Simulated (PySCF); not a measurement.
CH₄AlFS.

```xyz
8

Al    -0.1174    -0.4053     0.0000
F     -1.7214    -0.8671     0.0000
C      1.2754    -1.7572     0.0000
H      1.1775    -2.4067    -0.8864
H      2.2907    -1.3305     0.0000
H      1.1775    -2.4067     0.8864
S      0.1983     1.7578     0.0000
H      1.5475     1.6360     0.0000
```

The structure is a stationary point at B3LYP-D3(BJ)/def2-SVP. The values are those of a single conformer.

All values below come from B3LYP/pcSseg-1 run with PySCF. Non-relativistic, no solvent.

Computed absolute GIAO shielding of each atom: isotropic value and principal components (ppm):
```tsv
atom	σ(iso)	σ11	σ22	σ33	span
Al1	364.7	294.4	334.8	465.0	170.6
F2	305.9	208.5	327.2	381.9	173.4
C3	190.7	182.9	193.4	195.8	13.0
H4	31.4	27.2	28.3	38.8	11.6
H5	31.9	27.4	29.9	38.4	11.0
H6	31.4	27.2	28.3	38.8	11.6
S7	687.8	657.5	670.8	735.1	77.6
H8	31.2	24.2	28.6	40.8	16.5
```
